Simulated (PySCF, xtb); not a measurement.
Mg(I)(Et) (C2H5IMg), SMILES C[CH2][Mg][I]. The values are those of a single conformer.

Harmonic wavenumbers (cm⁻¹) from xtb with GFN2-xTB at its own minimum, in rising order: 43, 48, 205, 226, 271, 472, 557, 923, 975, 1054, 1181, 1231, 1412, 1475, 1487, 1503, 2922, 2929, 2941, 2950, 2960.

What does PBE0-D3(BJ)/def2-SVP (PySCF) give at its own minimum? (An estimate is asked for; the answer gives what the named calculation found.)

67, 93, 192, 229, 278, 554, 558, 914, 947, 1038, 1168, 1240, 1391, 1429, 1469, 1482, 3025, 3038, 3087, 3102, 3123. Paired by order, the mean absolute difference is 49 cm⁻¹ and the zero-point energies are 39.7 and 40.6 kcal/mol.
